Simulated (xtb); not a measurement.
xtb input (GFN2-xTB):

```bash
xtb mol.xyz --gfn 2 --ohess tight --chrg -1 --uhf 0
```
mol.xyz:
```
11

C     -1.95677393     0.18927068     0.04838899
C     -0.52430870     0.34712511     0.39230468
C      0.43988657    -0.18717349    -0.23817861
C      1.89657504    -0.06013724     0.14316581
H     -2.10416786    -0.41191354    -0.76089668
H     -2.37841443     1.17522316    -0.17299956
H     -2.51847034    -0.22558479     0.89157699
H      0.25350248    -0.89885302    -1.07614066
H      2.08861586     0.63876898     1.04038189
H      2.49569866     0.41020819    -0.74097331
H      2.35749315    -0.98994055     0.36544270
```

End of the output:

```
optimized geometry written to: xtbopt.xyz

           -------------------------------------------------
          | TOTAL ENERGY              -12.188115594560 Eh   |
          | TOTAL ENTHALPY            -12.092441984281 Eh   |
          | TOTAL FREE ENERGY         -12.126416659022 Eh   |
          | GRADIENT NORM               0.000188125672 Eh/α |
          | HOMO-LUMO GAP               4.054302815966 eV   |
           -------------------------------------------------

------------------------------------------------------------------------
------------------------------------------------------------------------
 total:
 SCF:
 ANC optimizer:
 analytical hessian:
```

It need not be the lowest isomer of its formula. Whether it binds its extra electron was not tested at this geometry.
